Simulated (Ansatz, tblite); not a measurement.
Two members of one family (Same ligands, another metal), computed with Ansatz in the gas phase. The two geometries come from different levels. HOMO and LUMO are taken over both spins. Binding counts from free atoms in the multiplicity of their measured ground term, without zero-point energy. The spins of the ions were chosen, not always searched. A dash marks a value that wasn't run or was left out as unsound. The structures are stationary points that may keep the symmetry of their start. Remarks come from the PBE and PBE0 runs and from stability tests at other levels; not every state was tested.

First: ScBr3 (singlet, charge 0, PBE0-D4/def2-SVP geometry).

```xyz
4

Sc   -0.001    0.001    0.000
Br    1.609    0.667    1.670
Br    0.125    0.917   -2.229
Br   -1.733   -1.585    0.559
```

```
              level  HOMO (eV)  LUMO (eV)  gap (eV)  vertical IE (eV)  binding per atom (eV)
    PBE-D4/def2-SVP      -7.16      -4.10      3.06                 –                   3.49
   PBE-D4/def2-TZVP      -7.33      -4.19      3.15              9.87                      –
r2SCAN-D4/def2-TZVP      -7.68      -4.06      3.62             10.15                      –
     B3LYP-D4/6-31G      -8.34      -3.85      4.49                 –                   3.17
  PBE0-D4/def2-TZVP      -8.57      -3.28      5.29             10.36                   3.34
```

Metal–donor distances: 3 × Br 2.41 Å.

Second: FeBr3 (sextet, charge 0, r2SCAN-D4/def2-SVP geometry; oxidised ion septet).

```xyz
4

Fe    0.005   -0.004   -0.004
Br    0.583    1.930   -1.067
Br    1.082   -0.618    1.911
Br   -1.669   -1.308   -0.840
```

Problem. What does the change do? Estimate second minus first.

Solution. 
```json
{"level": "PBE-D4/def2-SVP", "Δ HOMO (eV)": "0.39", "Δ LUMO (eV)": "-1.86", "Δ gap (eV)": "-2.26", "Δ vertical IE (eV)": "–", "Δ binding per atom (eV)": "-0.79"}
{"level": "PBE-D4/def2-TZVP", "Δ HOMO (eV)": "0.41", "Δ LUMO (eV)": "-1.92", "Δ gap (eV)": "-2.33", "Δ vertical IE (eV)": "0.00", "Δ binding per atom (eV)": "–"}
{"level": "r2SCAN-D4/def2-TZVP", "Δ HOMO (eV)": "0.18", "Δ LUMO (eV)": "-1.90", "Δ gap (eV)": "-2.08", "Δ vertical IE (eV)": "-0.04", "Δ binding per atom (eV)": "–"}
{"level": "B3LYP-D4/6-31G", "Δ HOMO (eV)": "-0.01", "Δ LUMO (eV)": "-1.69", "Δ gap (eV)": "-1.68", "Δ vertical IE (eV)": "–", "Δ binding per atom (eV)": "-1.01"}
{"level": "PBE0-D4/def2-TZVP", "Δ HOMO (eV)": "0.16", "Δ LUMO (eV)": "-1.65", "Δ gap (eV)": "-1.81", "Δ vertical IE (eV)": "-0.13", "Δ binding per atom (eV)": "-0.95"}
```

Metal–donor distances: 3 × Br 2.28 Å. The relaxed quartet lies at 0.52 eV (PBE-D4/def2-TZVP) to 0.77 eV (r2SCAN-D4/def2-TZVP) from the sextet. Remarks: spin-contaminated (⟨S²⟩ up to 2.38) (doublet), spin-contaminated (⟨S²⟩ up to 4.07) (quartet).
